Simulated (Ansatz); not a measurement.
InSn₂₀H₃₀, a doped nanocrystal cut from the lattice of tin (In on an inner site). Total charge 0; doublet. Geometry PBE-D4/def2-SVP.

Cartesian coordinates in Å:
```
In 0.4262 -0.1987 -0.6351
Sn 1.6354 -3.1036 3.4296
Sn -4.7715 -1.4957 -1.1786
Sn -1.8985 -4.6302 0.6672
Sn -1.4625 -0.1151 1.5655
Sn -1.0484 2.2873 -0.9798
Sn 2.9435 0.1083 0.5371
Sn -0.3865 -1.9252 -2.6756
Sn 1.6247 4.3148 2.0512
Sn 3.2597 3.6305 -2.2337
Sn -4.2024 0.2277 0.9765
Sn -1.0259 4.1738 1.1155
Sn -1.0474 -2.7541 2.6050
Sn 2.7014 1.8089 2.7766
Sn 3.5302 -2.5074 1.4284
Sn -4.5561 -4.1029 -0.1225
Sn -3.0289 -1.2415 -3.3819
Sn -0.2946 -4.5485 -1.6446
Sn 0.6634 3.0074 -3.1502
Sn 4.6337 1.3212 -1.3655
Sn 3.0951 5.4362 -0.0786
H 1.8295 -4.7389 3.9951
H 1.9191 -2.0604 4.7901
H -6.4119 -1.2403 -1.7133
H -1.8122 -6.2093 1.4050
H -0.9440 1.0422 2.7709
H -2.6600 2.0325 -1.6058
H 0.6154 -1.8425 -4.1008
H 1.6966 5.4041 3.4120
H 4.1084 4.3791 -3.5619
H -5.1541 -0.2526 2.3543
H -4.5766 1.8901 0.6464
H -2.1685 3.7118 2.3349
H -1.5145 5.7284 0.5048
H -2.0713 -2.9246 4.0171
H 1.6985 1.0579 3.9801
H 4.2515 2.0935 3.5162
H 5.1412 -2.7239 2.0457
H 3.3227 -3.6161 0.1050
H -5.6322 -4.2867 1.2302
H -5.0210 -5.2818 -1.3135
H -3.6395 -2.2566 -4.6579
H -3.0652 0.3918 -3.9806
H -0.8808 -5.7308 -2.7756
H 1.3445 -4.9711 -1.2553
H 0.7120 1.6090 -4.1863
H -0.0053 4.3166 -4.0879
H 4.9276 0.2472 -2.6974
H 6.1762 1.7797 -0.7081
H 2.3228 6.9024 -0.6012
H 4.7004 5.8561 0.4311
```

In the def2 sets In, Sn take a core potential; there is no spin–orbit coupling. Single mean-field runs in def2-SVP, def2-mTZVP are fitted with def2-universal-jkfit.

Estimate the α-spin orbital energies around the gap (eV) in Ansatz with PBE-D4/def2-SVP, revPBE-D4/def2-SVP, r2SCAN-D4/def2-SVP, r2SCAN-D4/def2-mTZVP, PBE0-D4/def2-SVP.


```json
{"orbital": "HOMO−9", "PBE-D4/def2-SVP": "-6.30", "revPBE-D4/def2-SVP": "-6.26", "r2SCAN-D4/def2-SVP": "-6.56", "r2SCAN-D4/def2-mTZVP": "-6.63", "PBE0-D4/def2-SVP": "-7.23"}
{"orbital": "HOMO−8", "PBE-D4/def2-SVP": "-6.27", "revPBE-D4/def2-SVP": "-6.22", "r2SCAN-D4/def2-SVP": "-6.52", "r2SCAN-D4/def2-mTZVP": "-6.59", "PBE0-D4/def2-SVP": "-7.17"}
{"orbital": "HOMO−7", "PBE-D4/def2-SVP": "-6.23", "revPBE-D4/def2-SVP": "-6.18", "r2SCAN-D4/def2-SVP": "-6.49", "r2SCAN-D4/def2-mTZVP": "-6.56", "PBE0-D4/def2-SVP": "-7.13"}
{"orbital": "HOMO−6", "PBE-D4/def2-SVP": "-6.19", "revPBE-D4/def2-SVP": "-6.13", "r2SCAN-D4/def2-SVP": "-6.44", "r2SCAN-D4/def2-mTZVP": "-6.50", "PBE0-D4/def2-SVP": "-7.07"}
{"orbital": "HOMO−5", "PBE-D4/def2-SVP": "-6.09", "revPBE-D4/def2-SVP": "-6.03", "r2SCAN-D4/def2-SVP": "-6.33", "r2SCAN-D4/def2-mTZVP": "-6.40", "PBE0-D4/def2-SVP": "-6.96"}
{"orbital": "HOMO−4", "PBE-D4/def2-SVP": "-6.05", "revPBE-D4/def2-SVP": "-5.99", "r2SCAN-D4/def2-SVP": "-6.29", "r2SCAN-D4/def2-mTZVP": "-6.35", "PBE0-D4/def2-SVP": "-6.90"}
{"orbital": "HOMO−3", "PBE-D4/def2-SVP": "-5.92", "revPBE-D4/def2-SVP": "-5.86", "r2SCAN-D4/def2-SVP": "-6.15", "r2SCAN-D4/def2-mTZVP": "-6.22", "PBE0-D4/def2-SVP": "-6.75"}
{"orbital": "HOMO−2", "PBE-D4/def2-SVP": "-5.83", "revPBE-D4/def2-SVP": "-5.78", "r2SCAN-D4/def2-SVP": "-6.07", "r2SCAN-D4/def2-mTZVP": "-6.14", "PBE0-D4/def2-SVP": "-6.67"}
{"orbital": "HOMO−1", "PBE-D4/def2-SVP": "-5.66", "revPBE-D4/def2-SVP": "-5.61", "r2SCAN-D4/def2-SVP": "-5.88", "r2SCAN-D4/def2-mTZVP": "-5.95", "PBE0-D4/def2-SVP": "-6.48"}
{"orbital": "HOMO", "PBE-D4/def2-SVP": "-4.87", "revPBE-D4/def2-SVP": "-4.83", "r2SCAN-D4/def2-SVP": "-5.14", "r2SCAN-D4/def2-mTZVP": "-5.20", "PBE0-D4/def2-SVP": "-5.65"}
{"orbital": "LUMO", "PBE-D4/def2-SVP": "-2.79", "revPBE-D4/def2-SVP": "-2.71", "r2SCAN-D4/def2-SVP": "-2.66", "r2SCAN-D4/def2-mTZVP": "-2.75", "PBE0-D4/def2-SVP": "-2.13"}
{"orbital": "LUMO+1", "PBE-D4/def2-SVP": "-2.65", "revPBE-D4/def2-SVP": "-2.57", "r2SCAN-D4/def2-SVP": "-2.55", "r2SCAN-D4/def2-mTZVP": "-2.64", "PBE0-D4/def2-SVP": "-2.03"}
{"orbital": "LUMO+2", "PBE-D4/def2-SVP": "-2.53", "revPBE-D4/def2-SVP": "-2.45", "r2SCAN-D4/def2-SVP": "-2.44", "r2SCAN-D4/def2-mTZVP": "-2.53", "PBE0-D4/def2-SVP": "-1.91"}
{"orbital": "LUMO+3", "PBE-D4/def2-SVP": "-2.43", "revPBE-D4/def2-SVP": "-2.34", "r2SCAN-D4/def2-SVP": "-2.30", "r2SCAN-D4/def2-mTZVP": "-2.38", "PBE0-D4/def2-SVP": "-1.74"}
{"orbital": "LUMO+4", "PBE-D4/def2-SVP": "-2.34", "revPBE-D4/def2-SVP": "-2.25", "r2SCAN-D4/def2-SVP": "-2.22", "r2SCAN-D4/def2-mTZVP": "-2.31", "PBE0-D4/def2-SVP": "-1.68"}
{"orbital": "LUMO+5", "PBE-D4/def2-SVP": "-2.25", "revPBE-D4/def2-SVP": "-2.16", "r2SCAN-D4/def2-SVP": "-2.12", "r2SCAN-D4/def2-mTZVP": "-2.22", "PBE0-D4/def2-SVP": "-1.58"}
{"orbital": "β HOMO", "PBE-D4/def2-SVP": "-5.63", "revPBE-D4/def2-SVP": "-5.58", "r2SCAN-D4/def2-SVP": "-5.86", "r2SCAN-D4/def2-mTZVP": "-5.93", "PBE0-D4/def2-SVP": "-6.44"}
{"orbital": "β LUMO", "PBE-D4/def2-SVP": "-4.54", "revPBE-D4/def2-SVP": "-4.46", "r2SCAN-D4/def2-SVP": "-4.51", "r2SCAN-D4/def2-mTZVP": "-4.58", "PBE0-D4/def2-SVP": "-4.09"}
```
